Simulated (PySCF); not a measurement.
Computed shifts of a molecule C3H7BF2O, PBE/pcSseg-1 (PySCF), GIAO, gas phase, equivalent atoms averaged, in ppm (number of nuclei): ¹³C: 90.2 (1), 34.0 (1), 14.0 (1). ¹⁹F: -103.1 (1), -283.5 (1). ¹H: 4.92 (1), 4.41 (1), 2.43 (1), 1.42 (1), 1.33 (3). References: ¹³C against TMS (σ = 182.0 ppm); ¹⁹F against CFCl3 (σ = 133.6 ppm); ¹¹B against BF3 (σ = 83.9 ppm); ¹⁷O against H2O (σ = 334.3 ppm); ¹H against TMS (σ = 31.49 ppm), references at their B3LYP-D3(BJ)/def2-TZVP geometries, non-relativistic. Coordinates come from a B3LYP-D3(BJ)/def2-SVP optimisation. The values are those of a single conformer.

Task: Identify the compound among the candidates.
A. CCOCB(F)F
B. C[C@@H](F)CB(O)F
C. C[C@H](F)B(O)CF
D. CC[C@@H](F)B(O)F

Result: D, CC[C@@H](F)B(O)F
